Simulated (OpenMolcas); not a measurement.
**Ions of charge +3 along the 4f row on the Y site of Cs2NaYCl6**

```
Program             : OpenMolcas 26.06
Method              : CASSCF
Spin-orbit coupling : RASSI with atomic mean-field integrals over the reference wave functions
```

The f shell is active. Each dopant is a cluster with its nearest anions in model potentials and point charges, with no relaxation. Distances were set from a Shannon-type radius of the metal (high-spin where two are listed) plus a fixed donor radius (Cl 1.76 Å), in hosts weighted 0.65 to 0.35 with the host's distance in the model lattice. Ligand basis ANO-RCC-VDZP, DKH2 Hamiltonian. States (labels of O, the rotations of Oh). Energies in cm-1 above the lowest state or level, χT in cm3 K/mol; under a threefold ground state the first gap can be a small split of the lowest multiplet, not the spin-orbit step. Free-ion χT is g² J(J+1) / 8 for Hund's level.

```
 Ion  Shell  R (Å)   Metal basis  Ground state  First state of that spin  First gap with spin-orbit (degeneracies)  Width of lowest J  χT at 300 K  Free-ion χT
Ce3+    4f1  2.717  ANO-RCC-VDZP           2A2                 2T2 347.0                              556.7 (2, 4)                557        0.575        0.804
Pr3+    4f2  2.704  ANO-RCC-VDZP           3T1                 3T2 378.4                              217.3 (1, 3)                550        1.469        1.600
Pm3+    4f4  2.691  ANO-RCC-VDZP           5T2                  5A1 32.0                              156.1 (3, 1)                196        0.956        0.900
Sm3+    4f5  2.683  ANO-RCC-VDZP           6T1                  6E 103.1                              106.0 (2, 4)                106        0.306        0.089
Eu3+    4f6  2.676  ANO-RCC-VDZP           7T1                 7A2 260.7                              367.7 (1, 3)                           1.321            0
Gd3+    4f7   2.67  ANO-RCC-VDZP           8A1                                                                                               7.851        7.875
Tb3+    4f8  2.661  ANO-RCC-VDZP           7A2                 7T2 168.6                               24.3 (1, 3)                224       11.698       11.812
Dy3+    4f9  2.654  ANO-RCC-VDZP           6T1                 6T2 179.6                               20.5 (2, 4)                234       13.955       14.167
Ho3+   4f10  2.646  ANO-RCC-VDZP           5A2                  5T2 59.8                                6.9 (2, 3)                153       13.846       14.062
Er3+   4f11  2.639  ANO-RCC-VDZP           4T2                   4A1 5.2                                2.1 (4, 2)                162       11.361       11.475
Tm3+   4f12  2.633  ANO-RCC-VDZP           3T1                   3E 49.8                               26.7 (1, 3)                197        7.080        7.146
Yb3+   4f13  2.625  ANO-RCC-VDZP           2T1                 2T2 193.7                              121.5 (2, 4)                235        2.519        2.571
```

χT departs most from the free-ion value for Eu3+, by +1.321 cm3 K/mol.

Without dynamic correlation the ligand-field splitting of an f shell can come out too small, at times by half (holds for Pr3+; Pm3+; Sm3+; Eu3+; Tb3+; Dy3+; Ho3+; Er3+; Tm3+; Yb3+). High states are left out of the spin-orbit mixing, which shifts the levels that they would mix with (holds for Pm3+; Sm3+; Eu3+; Tb3+; Dy3+; Ho3+; Er3+). No quartet enters the spin-orbit mixing, so the splitting and order within the octet and the sextets are unsound, and g values and χT are rough (holds for Gd3+). A group larger than the point group allows holds several states that coincide in this model. No measured value stands beside these numbers; the geometry was set by hand and not optimised.
